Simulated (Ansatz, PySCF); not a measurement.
Reaction (SMILES): F[SiH2]F [difluorosilane] → F[SiH]F + H atom (the H-Si bond at the site shown breaks; other sites are not compared here)
Each molecule is optimised on its own at B3LYP-D3(BJ)/def2-TZVP (Ansatz, a first-principles code). Frequencies are from Ansatz or PySCF.

Property: bond dissociation energy (enthalpy at 298 K, with B3LYP-D3(BJ) rigid-rotor harmonic-oscillator terms), in eV. Correlated levels leave the core frozen unless marked. Open shells are spin-unrestricted. Spin-orbit coupling is left out. Non-relativistic. Basis-set limits of correlation are two-point, X^-3; Hartree-Fock from the larger set. [CCSD(T)-MP2]/basis is that difference in the basis named.

```
level                                                                             program  bond dissociation energy (eV)
-------------------------------------------------------------------------  --------------  -----------------------------
HF/6-31G*                                                                          Ansatz                           3.41
SVWN5/def2-TZVPD                                                                   Ansatz                           4.24
revPBE/def2-TZVPD                                                                  Ansatz                           3.78
r2SCAN-D4/def2-TZVPD                                                       Ansatz + dftd4                           3.95
B3LYP-D4/def2-TZVPD                                                        Ansatz + dftd4                           4.07
PBE0/def2-SVP                                                                      Ansatz                           3.95
PBE0/def2-TZVP                                                                     Ansatz                           3.94
BHLYP-D3(BJ)/def2-TZVPD                                                    Ansatz + dftd3                           4.14
r2SCAN0-D4/def2-TZVPD                                                      Ansatz + dftd4                           3.99
r2SCAN0/def2-TZVPD                                                                 Ansatz                           3.99
HSE06-D4/def2-TZVPD                                                        Ansatz + dftd4                           3.94
B2PLYP/def2-TZVPD                                                                  Ansatz                           4.06
MP2/cc-pV(Q+d)Z                                                                    Ansatz                           4.09
MP2/CBS(cc-pV(T+d)Z,cc-pV(Q+d)Z)                                                   Ansatz                           4.13
RI-MP2/cc-pV(T+d)Z                                                                 Ansatz                           4.05
RI-MP2/CBS(aug-cc-pV(T+d)Z,aug-cc-pV(Q+d)Z)                                        Ansatz                           4.12
CCSD/6-31G*                                                                        Ansatz                           3.83
CCSD/cc-pV(D+d)Z                                                                   Ansatz                           4.06
CCSD(T)/cc-pV(Q+d)Z                                                                Ansatz                           4.20
RI-MP2/CBS(aug-cc-pV(T+d)Z,aug-cc-pV(Q+d)Z)+[CCSD(T)-MP2]/aug-cc-pV(T+d)Z          Ansatz                           4.24
CCSD(T)/CBS(cc-pV(T+d)Z,cc-pV(Q+d)Z)                                               Ansatz                           4.22
```
